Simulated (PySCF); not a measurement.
How the method changes the constants of SrLi

State: ²Σ⁺ (doublet), unpaired electrons σ ↑. Set-up: basis Sr def2-TZVP with ECP28, Li def2-TZVP; scalar-relativistic core potentials; PySCF 2.14. De refers to Sr + Li in their ground configurations, without counterpoise correction. The functionals are run spin-unrestricted. A positive dipole means Sr(−)Li(+). Levels whose curve was spin-contaminated or gave no clean fit are not listed.

```
       Level  Re (Å)  ωe (cm⁻¹)  De (eV)  μ (D)
   ROHF-CCSD   3.741        133    0.150    n/a
ROHF-CCSD(T)   3.721        142    0.170    n/a
         PBE   3.614        175    0.357  -0.37
        BLYP   3.663        159    0.228  -0.41
      r²SCAN   3.641        176    0.406   0.08
       TPSSh   3.626        180    0.435  -0.07
        PBE0   3.619        176    0.338  -0.14
        MN15   3.642        135    0.246   0.61
```

Problem. Which functional lies closest to ROHF-CCSD(T) in De, which farthest, and by how much do they differ from it?

Solution. Closest is BLYP (-5.8 pm in Re, +12.0 % in ωe, +0.06 eV in De against ROHF-CCSD(T) in the same basis), farthest TPSSh (-9.5 pm in Re, +26.8 % in ωe, +0.27 eV in De). CCSD(T) converges more slowly with the basis than the functionals do and binds too weakly in this one, so the order can change at the basis-set limit.

Problem. What does the step from GGA to meta-GGA do here, going from PBE to r²SCAN?

Solution. r²SCAN less PBE: +2.7 pm in Re, +0.6 % in ωe, +0.05 eV in De. 

Problem. What does the triples do here, going from ROHF-CCSD to ROHF-CCSD(T)?

Solution. ROHF-CCSD(T) less ROHF-CCSD: -2.0 pm in Re, +6.8 % in ωe, +0.02 eV in De. Correlation nearly always deepens the well. The bond shortens, as in weak, metallic or heavy-atom bonds, where dispersion and the correlation of outer-core electrons pull the atoms together.

Correlated steps freeze no core orbitals. The bond is weak. Basis-set superposition, not corrected here, can be much of De in a small basis, most of all at correlated wavefunction levels. Functionals without a dispersion term scatter widely for such bonds, and LDA overbinds them. Spin–orbit coupling is left out. The state was picked by a PBE0 search and need not be the measured ground state.

The whole job (state search and all levels along the bond) took about 2.1 min on 1 thread of Arm Neoverse V2 (shared host), peak memory 0.63 GiB.
